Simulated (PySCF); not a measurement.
# Reading the logs of faulty runs: CClGeH5N

Calculated results; nothing here was measured. They come from PySCF 2.14.0, an open-source quantum chemistry program, on an isolated molecule that a program drew, which may never have been made. The molecule is CClGeH5N (charge 0, doublet), drawn as the SMILES string `[CH3][Ge]([NH2])[Cl]`.

Each row is a Hartree-Fock (HF) and frozen-core CCSD(T) single point in the cc-pV(D+d)Z basis, meant for a local HF minimum. Run 1 is clean. Each other run has one planted mistake out of seven kinds, and not every kind appears here: one electron removed, one electron added, multiplicity raised by two, geometry at a saddle point, minimal basis STO-3G, one bond length entered in bohr, all coordinates scaled. The reference is restricted for singlets and unrestricted otherwise, and also for a bond in bohr. Adding or removing an electron swaps singlet and doublet. Electrons count all cores. HOMO and LUMO are orbital energies over both spins, the gradient is its largest component, and the lowest frequency (negative if imaginary) is given only where the gradient is small. Bond lengths are over the 8 bonds as drawn. T1 is the CCSD diagnostic: over 0.02 (restricted) or 0.045 (unrestricted) a single reference is doubtful. Germanium has the cc-pVDZ-PP basis, with a core potential (ECP10MDF) in place of its 10 inner electrons, and its 3s, 3p and 3d shells are frozen in CCSD(T).

Geometry of the clean run:
```xyz
9
CClGeH5N, angstrom
C     0.4336    2.1451    1.4517
Ge    1.0498    1.0314    2.9483
N     2.0030   -0.3962    2.2901
Cl   -0.7190    0.1014    3.8665
H    -0.1329    1.5137    0.7650
H    -0.2021    2.9497    1.8205
H     1.2916    2.5735    0.9298
H     2.1223   -1.1565    2.9383
H     2.9027   -0.1618    1.9038
```

| run | electrons | basis functions | <S^2> | HOMO (eV) | LUMO (eV) | gradient (hartree/bohr) | lowest frequency (cm^-1) | mean bond (Å) | longest bond (Å) | T1 | HF (hartree) | CCSD(T) (hartree) | mistake |
|---|---|---|---|---|---|---|---|---|---|---|---|---|---|
| 1 | 67 | 99 | 0.761 | -8.65 | 1.17 | 2.8e-05 | 117 | 1.4110 | 2.199 | 0.0138 | -848.15499 | -848.75005 | no fault |
| 2 | 67 | 99 | 0.756 | -8.20 | 1.75 | 5.9e-02 | - | 1.3292 | 2.072 | 0.0118 | -848.12237 | -848.70691 | all coordinates scaled |
| 3 | 66 | 99 | 0.000 | -17.03 | -6.64 | 6.7e-02 | - | 1.4110 | 2.199 | 0.0208 | -847.87291 | -848.47985 | one electron removed |
| 4 | 67 | 99 | 1.557 | -8.97 | 0.88 | 2.2e-02 | - | 1.5229 | 2.199 | 0.0524 | -848.02297 | -848.60824 | ? |
| 5 | 67 | 99 | 3.763 | -2.90 | -1.03 | 9.5e-02 | - | 1.4110 | 2.199 | 0.0205 | -847.92250 | -848.49408 | ? |

**Which mistake was planted in run 4, and what did it cost?**

The mean bond changes by a factor of 1.079 and the longest by 1.000, so the molecule wasn't scaled as a whole. A length L in bohr read as angstrom grows by (1/0.5292 - 1) L = 0.890 L. The 8 bonds together grew by 8 x 0.1119 = 0.895 Å, which gives L = 1.006 Å. That is the length of one of the H-N bonds, 1.006 Å in the clean geometry. So the mistake is: one bond length entered in bohr. Subtracting run 1 and multiplying by 627.51 kcal/mol a hartree, the energy moved by 82.8 kcal/mol in HF and 89.0 kcal/mol in CCSD(T).

**Which mistake was planted in run 5, and what did it cost?**

Electrons, basis and geometry are unchanged, and <S^2> is 3.763, beside S(S+1) = 3.75 for a multiplicity of 4. So the mistake is: multiplicity raised by two. Subtracting run 1 and multiplying by 627.51 kcal/mol a hartree, the energy moved by 145.9 kcal/mol in HF and 160.6 kcal/mol in CCSD(T).

Cautions from the logs. Run 3: T1 is over the limit, so its CCSD(T) energy is less reliable; run 4: T1 is over the limit, so its CCSD(T) energy is less reliable.
